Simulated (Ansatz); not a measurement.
`[CH3][Sc]([CH3])[NH2]` + `NB(S)O[SiH3]` → `[CH3][Sc]([NH2])[O][SiH3]` + `CB(N)S`  (redistribution)

Computed with Ansatz on PBE0-D4/def2-TZVP structures; ΔE is electronic, products minus reactants. CCSD(T)/CBS adds triple-zeta CCSD(T) − MP2 to the extrapolated MP2 energy (def2 sets, frozen cores). DFT in def2-TZVPP. For Sc outer-core shells are correlated without core-valence functions, which leaves a few kJ/mol of doubt a bond. Scalar relativity is left out up to krypton. Each species was taken in one conformer, which may not be the lowest.

```
          level  ΔE (kJ/mol)
      revPBE-D4       -118.7
CCSD/def2-TZVPP       -122.5
```

What does CCSD(T)/CBS give? (An estimate is asked.)

Computed: -121.2 kJ/mol. The listed levels differ from it by 2.5, -1.3 kJ/mol.

Largest T1 diagnostic among the species: 0.014.

Leaving LDA and LC-ωPBE aside and taking each functional with its dispersion term where it has one, the values, not all of them listed here, spread over 8.0 kJ/mol, from B2PLYP to ωB97M-V. LDA lies +4.0 kJ/mol from PBE without D4. In def2-TZVPP, CCSD(T) changes the Hartree–Fock value by −6.4 kJ/mol (the triples alone add −1.1 kJ/mol) and MP2 by −10.0 kJ/mol.
